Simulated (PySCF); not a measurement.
## Working out the excitation energy of Ca

Ca [Ar] 4s2 (1S) → Ca [Ar] 4p2 (3P). Computed with PySCF 2.14 in x2c-TZVPPall with one added diffuse shell each of s, p, d type (7s6p4d, 45 functions), with the spin-free X2C one-electron Hamiltonian (Gaussian nucleus). Frozen: [Ar]. Energies in hartree (1 hartree = 27.21139 eV):

```csv
part,Ca (lower),Ca (upper)
UHF,-679.620222,-679.466440
CCSD correlation,-0.028238,-0.012710
(T),0.000000,0.000000
```

Task: What does Hartree-Fock give?

Result: (-679.466440) − (-679.620222) = 0.153782 hartree = 4.185 eV.

Task: What do CCSD and CCSD(T) give?

Result: The CCSD correlation energies differ by 0.015528 hartree = 0.423 eV and the triples by 0.000000 hartree = 0.000 eV, so CCSD gives 4.608 eV and CCSD(T) 4.608 eV.

Measured between the centres of the two terms (NIST): 4.774 eV, so CCSD(T) (valence) is off by -0.166 eV.

The coupled-cluster amplitudes are large, so a single reference is strained.

What remains against the reference includes basis incompleteness, the frozen core and higher excitations.
